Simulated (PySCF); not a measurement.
A calculated (B3LYP, PySCF 2.14, ANO-RCC-VTZP, scalar relativity by spin-free X2C-1e) atom or ion has these occupied shells.

| shell | electrons | orbital energy (eV) | rms radius, mean of both spins (bohr) |
| --- | --- | --- | --- |
| 1s α | 1 | -53645.7 | 0.0240 |
| 1s β | 1 | -53645.6 | 0.0240 |
| 2s α | 1 | -8987.4 | 0.0971 |
| 2s β | 1 | -8987.3 | 0.0971 |
| 2p α | 3 | -7994.9 | 0.0874 |
| 2p β | 3 | -7994.8 | 0.0874 |
| 3s α | 1 | -2038.8 | 0.250 |
| 3s β | 1 | -2036.5 | 0.250 |
| 3p α | 3 | -1731.4 | 0.251 |
| 3p β | 3 | -1729.0 | 0.251 |
| 3d α | 5 | -1327.5 | 0.230 |
| 3d β | 5 | -1325.3 | 0.230 |
| 4s α | 1 | -436.78 | 0.563 |
| 4s β | 1 | -431.28 | 0.563 |
| 4p α | 3 | -334.57 | 0.598 |
| 4p β | 3 | -328.94 | 0.598 |
| 4d α | 5 | -192.96 | 0.656 |
| 4d β | 5 | -186.82 | 0.656 |
| 5s α | 1 | -81.720 | 1.36 |
| 5s β | 1 | -79.491 | 1.36 |
| 5p α | 3 | -55.992 | 1.58 |
| 5p β | 3 | -54.341 | 1.58 |
| 4f α | 7 | -38.974 | 0.909 |
| 4f β | 2 | -35.097 | 0.909 |

Problem. Name the element and its charge.

Solution. Dy³⁺ (dysprosium, charge +3), in [Xe] 4f9, one real determinant.
